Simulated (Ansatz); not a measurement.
```yaml
crystal:
  periodic: [false, false, false]
  atoms:
    - {symbol: C, position_ang: [-0.327461, -1.839520, -0.638759]}
    - {symbol: C, position_ang: [-0.122713, -0.715474, -0.253383]}
    - {symbol: Si, position_ang: [0.207811, 0.960740, 0.364021]}
    - {symbol: F, position_ang: [-0.411777, 2.024184, -0.651169]}
    - {symbol: H, position_ang: [-0.510663, -2.832014, -0.983144]}
    - {symbol: H, position_ang: [-0.440934, 1.145990, 1.679525]}
    - {symbol: H, position_ang: [1.666836, 1.187993, 0.437111]}
basis:
  gaussian: {orbitals: def2-mTZVP}
total_charge: 1
magnetization: {spin_polarized: true, initial_magnetization: 1}
hamiltonian: {xc: {name: wB97X}}
output: {forces: true}
```

```sh
$ ansatz run in.yaml --threads 2 --pin off --events-out ev --progress --plain --max-ram 32768MiB --backend cpu
```

Output, abridged:

```
Functional definition: wB97X
789 factors; integrals over basis functions are off by at most 8.7e-4 eV
227 factors; integrals over basis functions are off by at most 1.1e-5 eV
mean field evaluation 1: about -12695.8091 eV, gradient 5.3e1 eV
mean field evaluation 2: about -12693.9585 eV, gradient 6.3e1 eV
mean field evaluation 4: about -12706.2039 eV, gradient 2.5e0 eV
mean field evaluation 8: about -12706.4470 eV, gradient 6.9e-1 eV
mean field evaluation 16: about -12706.4731 eV, gradient 5.4e-3 eV
mean field evaluation 32: about -12706.4731 eV, gradient 5.6e-5 eV
mean field -12706.47312898 eV, -466.9542747333 hartree, gradient 1.3e-6 eV, S^2 0.755632; 2 other end points of the search recorded, 0 dependent functions left out
reference -12706.47309965 eV, -466.9542736555 hartree; 19, 18 occupied and 69, 70 virtual orbitals, 789 factors
Total energy: -12706.47309965 eV, -466.9542736555 hartree
Atom 0 at    -0.327461    -1.839520    -0.638759 Å, force    -0.602849    -3.276077    -1.133561 eV/Å
Atom 1 at    -0.122713    -0.715474    -0.253383 Å, force     0.538792     2.597394     1.001913 eV/Å
Atom 2 at     0.207811     0.960740     0.364021 Å, force     0.073808     2.632317     0.214205 eV/Å
Atom 3 at    -0.411777     2.024184    -0.651169 Å, force     0.091186    -0.597598     0.134503 eV/Å
Atom 4 at    -0.510663    -2.832014    -0.983144 Å, force    -0.076008    -0.399737    -0.142452 eV/Å
Atom 5 at    -0.440934     1.145990     1.679525 Å, force    -0.081487    -0.479521     0.003383 eV/Å
Atom 6 at     1.666836     1.187993     0.437111 Å, force     0.056558    -0.476778    -0.077991 eV/Å
Dipole moment:     0.094857    -1.429211     0.112601 e Å
```

It took 32 s on 2 threads of a server CPU on a shared host, with 0.39 GiB of host memory at the peak.
